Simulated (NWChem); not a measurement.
System: C$_{2}$H$_{9}$FSi$_{3}$; SMILES F[Si@H]1C[SiH2][C@@H]1[SiH3]

NWChem input:

```
start job
memory heap 200 mb stack 900 mb global 1100 mb
geometry units angstroms noautoz
  F     -1.516761     2.031689     0.348862
  Si    -0.613956     0.963475    -0.488554
  C      1.182769     1.496063    -0.666904
  Si     1.665962    -0.149477     0.167154
  C     -0.166756    -0.559427     0.534375
  Si    -0.852727    -2.234012     0.050078
  H     -1.341402     0.684009    -1.759639
  H      1.567883     1.699821    -1.676399
  H      1.409809     2.363916    -0.025362
  H      2.294184    -1.123636    -0.777069
  H      2.518397    -0.019474     1.387200
  H     -0.397655    -0.380080     1.600078
  H     -0.615166    -2.476778    -1.407982
  H     -0.189804    -3.335104     0.817067
  H     -2.326294    -2.308759     0.300649
end
basis spherical
  * library def2-svp
end
dft
  xc rpbe cpbe96
  iterations 150
  mulliken
end
task dft energy
```

All runs use the structure optimised with PBE0/def2-SVP. No frequency run checked for a minimum.

**Question.** What results follow from this input? (RPBE/def2-SVP.) Quantities: energy (Ha); highest occupied level (eV); orbital gap (eV); dipole (D).

**Answer.** 
```json
{
  "energy (Ha)": "-1049.51",
  "highest occupied level (eV)": "-6.82",
  "orbital gap (eV)": "6.12",
  "dipole (D)": "1.21"
}
```
